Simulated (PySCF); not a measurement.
# Excitation energy of Sr+ by level of theory

Sr+ [Kr] 5s1 (2S) → Sr+ [Kr] 4d1 (2D), as a difference of total energies. Calculation: PySCF 2.14, in def2-QZVPPD with the def2 core potential (28 electrons); scalar relativity through the core potential. Correlated levels: valence and next inner shell: nothing frozen outside the core potential. The calculations carry no spin-orbit coupling.

| method | excitation energy (cm⁻¹) |
| --- | --- |
| UHF | 15437 |
| LDA | 13911 |
| PBE | 12677 |
| PBE0 | 12642 |
| r2SCAN | 12044 |
| CAM-B3LYP | 13829 |
| TPSSh | 11848 |
| PW91 | 12623 |
| MP2 (valence and next inner shell) | 16399 |
| SCS-MP2 (valence and next inner shell) | 16126 |

Errors of the correlated levels include the incompleteness of this basis.

For comparison: 14724 cm⁻¹ (measured; NIST levels, between the centres of gravity of the two terms).
